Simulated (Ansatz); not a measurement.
Reaction (ligand exchange at a Cd–Cl bond): `[Cl][Cd][Cl]` + NH₃ → `[NH2][Cd][Cl]` + HCl

Calculated with Ansatz (gas phase, PBE0-D4/def2-TZVP geometries, no zero-point term in ΔE). CBS: MP2 limit from def2 TZ/QZ plus the TZ coupled-cluster correction, frozen cores. This one scheme is used for every species. DFT in def2-TZVPP. Elements past krypton have def2 core potentials. For Cd outer-core shells are correlated without core-valence functions, which leaves a few kJ/mol of doubt a bond. One conformer a species, not always the lowest.

`[Cl][Cd][Cl]`:

```xyz
3

Cl    0.913    1.822   -0.986
Cd    0.000    0.000    0.000
Cl   -0.913   -1.822    0.986
```

NH₃:

Z-matrix (Å, degrees):
```
N
H 1 1.013
H 1 1.013 2 107.1
H 1 1.013 2 107.1 3 -114.5
```

`[NH2][Cd][Cl]`:

```xyz
5

N     0.896   -0.054   -0.668
Cd   -0.859    0.078    0.297
Cl   -2.932    0.250    1.217
H     1.542    0.666   -0.361
H     1.353   -0.940   -0.485
```

HCl:

Cartesian coordinates in Å:
```
Cl 0.502 0.354 -0.177
H -0.502 -0.354 0.177
```

```tsv
species	PBE-D4 energy (Eh)
`[Cl][Cd][Cl]`	-1087.92083
NH₃	-56.51101
`[NH2][Cd][Cl]`	-683.75965
HCl	-460.62759
```

Q: Work out ΔE.

A: ΔE = (-683.75965) + (-460.62759) − (-1087.92083) − (-56.51101) = 0.04460 Eh = +117.1 kJ/mol. CCSD(T)/CBS gives +127.7 kJ/mol.

Largest T1 diagnostic among the species: 0.014.

From BLYP to BHLYP (50 % exact exchange), in def2-TZVPP and without D4, ΔE moves by +22.2 kJ/mol. Leaving LDA and LC-ωPBE aside and taking each functional with its dispersion term where it has one, the values, not all of them listed here, spread over 23.8 kJ/mol, from BLYP-D4 to BHLYP-D4. LDA lies −7.5 kJ/mol from PBE without D4. In def2-TZVPP, CCSD(T) changes the Hartree–Fock value by −40.9 kJ/mol (the triples alone add −4.9 kJ/mol) and MP2 by −44.1 kJ/mol.
